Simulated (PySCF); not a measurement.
## Excitation energy of Mn²⁺ by level of theory

Mn²⁺ [Ar] 3d5 (6S) → Mn²⁺ [Ar] 3d4 4s1 (6D), as a difference of total energies. Calculation: PySCF 2.14, in aug-cc-pVQZ (9s8p6d4f3g2h, 140 functions); the non-relativistic Hamiltonian (point nucleus). Correlated levels: valence: [Ar] frozen. The calculations carry no spin-orbit coupling.

```tsv
method	excitation energy (eV)
UHF	7.674
LDA	8.110
r2SCAN	8.043
TPSSh	8.043
M06-2X	8.072
r2SCANh	8.067
MP2 (valence)	8.190
SCS-MP2 (valence)	7.846
```

Q: Estimate what PBE gives.

A: 7.923 eV, closest to SCS-MP2 (valence) among the rows shown.

Q: Estimate what PBE0 gives.

A: 8.052 eV, closest to TPSSh among the rows shown.

A first-order spin-orbit estimate (lowest level to lowest level, LS coupling) adds -0.072 eV.
